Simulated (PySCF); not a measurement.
Do core-level shifts follow atomic charges?

C5H11BOS2.
SMILES with atom numbers: `[CH3:1][CH:2]([CH3:3])[O:4][C@H:5]1[CH2:6][S:7][BH:8][S:9]1`

Binding energies: delta-SCF UKS SCAN, pcX-2 on the ionised atom, pcseg-1 elsewhere, spin-free X2C in PySCF. Charges: PBE0/pcSseg-1 ground-state density, for the ionised atom.

```
atom                 environment  C 1s (eV)  Mulliken (e)  IAO (e)  Hirshfeld (e)  ESP (e)
  C1               methyl carbon     290.64        -0.237   -0.426         -0.127   -0.512
  C3               methyl carbon     290.82        -0.221   -0.414         -0.121   -0.664
  C6  sp3 carbon bound to sulfur     291.47        -0.263   -0.342         -0.080   -0.145
  C2  sp3 carbon bound to oxygen     292.34        -0.081   +0.105         +0.054   +0.576
  C5  sp3 carbon bound to oxygen     292.89        -0.025   +0.039         +0.047   +0.188
```

**Question.** How well does each charge scheme correlate with the binding energies over these sites?

**Answer.** Hirshfeld: r = 0.97, slope 10.5 eV per e; IAO: r = 0.94, slope 3.5 eV per e; Mulliken: r = 0.90, slope 8.3 eV per e; ESP: r = 0.87, slope 1.7 eV per e. On 5 points no scheme stands out.

**Question.** The point-charge model writes a binding energy as kq + V + constant, with V the potential of the other atoms' charges at the site. What does it give with the IAO charges?

**Answer.** V = Σ 14.40 eV Å × q/r over all other atoms: +5.48 eV at C1, +5.38 eV at C3, +4.08 eV at C6, -3.73 eV at C2, -2.37 eV at C5. Fitting binding energy − V to q gives k = 20.7 eV per e and leaves an rms residual of 0.25 eV, against 0.31 eV for the fit on q alone. The model has no term for differences in relaxation between sites.

The structure is a single PBE0-D3(BJ)/def2-SVP conformer in the gas phase; no vibrational or solvent corrections.

The values belong to the conformer `[CH3:1][CH:2]([CH3:3])[O:4][C@H:5]1[CH2:6][S:7][BH:8][S:9]1`: C1–C2–O4–C5 93°, C2–O4–C5–C6 158°.
